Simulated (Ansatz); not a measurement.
Mulliken charges of CH₅BSe₂ (`CB([SeH])[SeH]`) from r2SCAN/def2-TZVPP in Ansatz (PBE0-D4/def2-TZVP geometry).

| atom | x (Å) | y (Å) | z (Å) | charge (e) |
| --- | --- | --- | --- | --- |
| C1 | -0.386 | 0.546 | 1.007 | -0.233 |
| B2 | 0.222 | -0.273 | -0.178 | -0.021 |
| Se3 | 1.490 | -1.677 | 0.226 | -0.016 |
| Se4 | -0.240 | 0.060 | -2.029 | -0.027 |
| H5 | -0.156 | 1.610 | 0.889 | 0.078 |
| H6 | -0.026 | 0.232 | 1.989 | 0.060 |
| H7 | -1.477 | 0.463 | 1.005 | 0.078 |
| H8 | 1.750 | -2.119 | -1.152 | 0.040 |
| H9 | -1.177 | 1.159 | -1.756 | 0.040 |

**Question.** By hand: the dipole of these point charges (1 e Å = 4.8032 D).

**Answer.** Σ q r = (-0.038, 0.041, -0.029) e Å, of length 0.063 e Å = 0.30 D.

**Question.** How does the dipole of the full density compare? (Best estimate.)

**Answer.** The calculation gave: (-0.130, 0.155, 0.061) e Å, 1.01 D; the point charges give 0.30 times that, at 44° from its direction.

Point charges leave out the atoms' own dipoles, such as those of lone pairs, and Mulliken's split depends on the basis, so the two needn't agree.
